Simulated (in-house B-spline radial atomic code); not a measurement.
Xe⁷⁺. Computed with a B-spline radial atomic code. Model: all-electron spherical atom, spin shells full or empty, radial basis limit, no spin-orbit coupling, Breit or QED, empty-state partial waves extrapolated as (l+1/2)^-4, RPA, G0W0 and static COHSEX of the highest shell as one setting changes (uncorrelated shells keep exact exchange).

In a row where one electron alone is correlated, RPA and GW hold only self-correlation.

Given: element Xe; charge 7; filled core Kr; hamiltonian one-electron scalar X2C; mean-field start HSE06; highest l of empty states 9; nuclear rms radius 4.7859 fm; highest mean-field shell 5s up.

Shell: 4d 5 5, 5s 1 0 (electrons up and down).

```tsv
lowest nl shells left uncorrelated	RPA correlation energy (hartree)	G0W0 level (eV)	G0W0 minus most complete (meV)	COHSEX level (eV)
0	-3.7526	-106.81	0	-108.61
1	?	?	?	?
2	-3.3766	-106.82	-4.1	-108.62
3	-2.8155	-106.81	0.9	-108.61
4	-2.6346	-106.83	-20.6	-108.65
5	?	?	?	?
6	-1.2417	-106.73	87.4	-108.5
7	-1.0838	-106.81	0.8	-108.66
8	-0.64348	-106.68	135.2	-108.43
9	-0.020075	-105.3	1517.4	-106.39
```

Question: What follows for lowest nl shells left uncorrelated = 1?

Answer: RPA correlation energy -3.5722 hartree; G0W0 level -106.81 eV; G0W0 minus most complete 0.3 meV; COHSEX level -108.61 eV.

Question: What follows for lowest nl shells left uncorrelated = 5?

Answer: RPA correlation energy -2.0976 hartree; G0W0 level -106.82 eV; G0W0 minus most complete -6.3 meV; COHSEX level -108.64 eV.
